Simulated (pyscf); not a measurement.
## F–TaH(F)(F)–F (SMILES [F][TaH]([F])([F])[F]), singlet

Gas-phase minimum from PySCF at ωB97X-D3(BJ)/def2-SVP, one conformer. 

SMILES: [F][TaH]([F])([F])[F]
```xyz
6

F      1.2344     1.7879    -0.3188
Ta     0.1401     0.2985    -0.1273
F     -0.6314     0.9598     1.4528
F     -1.5112    -0.0172    -0.9190
F      1.0656    -0.6579    -1.4526
H      0.7341    -0.9584     0.9196
```
Charge 0, spin multiplicity 1.

Bonds (Å): F1–Ta2 1.858, Ta2–F3 1.879, Ta2–F4 1.858, Ta2–F5 1.878, Ta2–H6 1.740. Angles (°): F1–Ta2–F3 92.7, F1–Ta2–F4 128.0, F1–Ta2–F5 92.6, F1–Ta2–H6 116.1, F3–Ta2–F4 93.1, F3–Ta2–F5 167.2, F3–Ta2–H6 83.6, F4–Ta2–F5 92.9, F4–Ta2–H6 115.9, F5–Ta2–H6 83.6.

Properties at ωB97X-D3(BJ)/def2-SVP:

| Quantity | Value |
|---|---|
| Harmonic wavenumbers, unscaled | 129, 132, 192, 224, 262, 611, 693, 700, 739, 770, 880, 2048 cm⁻¹ |
| Zero-point energy | 10.6 kcal/mol |
| Rotational symmetry number | 2 |
| Entropy of this conformer at 298 K and 1 atm, rigid rotor and harmonic oscillator, modes under 100 cm⁻¹ raised to 100 | 340.8 J/(mol K) |
| Dipole moment | 0.10 D |

Single-point totals, which compare only within one level:

| level | total energy (hartree) |
|---|---|
| ωB97X-D3(BJ)/def2-TZVP | -457.49139 |
| PBE/def2-TZVP | -457.10970 |
| r²SCAN/def2-TZVP | -457.32355 |
| B3LYP-D3(BJ)/def2-TZVP | -457.47583 |
| PBE0-D3(BJ)/def2-TZVP | -457.05046 |
| M06-2X/def2-TZVP | -457.18885 |
| ωB97M-D3(BJ)/def2-TZVP | -457.46512 |

Elements past Kr carry the def2 core potentials, without spin-orbit coupling.
